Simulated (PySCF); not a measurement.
## Dipole response of Ne²⁺ (neon, charge +2)

[He] 2s2 2p3 3s1, high-spin 5S determinant (an excited configuration). Calculation: PySCF 2.14, in aug-cc-pVQZ (6s5p4d3f2g, 80 functions); no relativity, point nucleus. Coupled (time-dependent) response in atomic units; α is the mean over directions.

| method | mean α (bohr³) | C₆ (like pair) | S(−4) |
| --- | --- | --- | --- |
| UHF | 28.45 | 106.5 | 1010 |
| PBE | 24.60 | 85.35 | 769.4 |
| PBE0 | 25.91 | 92.28 | 850.2 |
| B3LYP | 23.57 | 80.70 | 696.0 |
| M06 | 21.56 | 68.86 | 614.6 |

S(−4) is the Cauchy moment in α(ω) = α(0) + S(−4) ω² + …

α(iu) at B3LYP:

| u (hartree) | α(iu) (bohr³) |
| --- | --- |
| 0 | 23.57 |
| 0.0500 | 21.96 |
| 0.100 | 18.25 |
| 0.200 | 11.11 |
| 0.300 | 6.952 |
| 0.500 | 3.452 |
| 0.750 | 1.943 |
| 1.00 | 1.306 |
| 1.50 | 0.7660 |
| 2.00 | 0.5326 |
| 3.00 | 0.3176 |
| 5.00 | 0.1556 |

A single London oscillator, α(iu) = α/(1 + u²/ω²), gives C₆ = (3/4) ω α². Matching the computed C₆ needs ω = 4 × 80.70 / (3 × 23.57²) = 0.194 hartree.

For an ion, C₆ is the dispersion term alone; charge-induced terms of lower order in 1/R come first.

The outer electron is Rydberg-like, and this basis confines it to a smaller radius and binds it less than a complete one would.
